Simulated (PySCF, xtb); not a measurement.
BH₃N, SMILES [NH]B, multiplicity 2.

Harmonic wavenumbers (cm⁻¹) from GFN2-xTB (xtb) at its own minimum, in rising order: 409, 493, 705, 777, 1000, 1629, 2367, 2494, 3621.

Question: What does PBE-D3(BJ)/def2-TZVP (PySCF) give at its own minimum? (An estimate is asked for; the answer gives what the named calculation found.)

Answer: 237, 313, 707, 852, 997, 1411, 2370, 2456, 3677. Paired by order, the mean absolute difference is 83 cm⁻¹ and the zero-point energies are 19.3 and 18.6 kcal/mol.
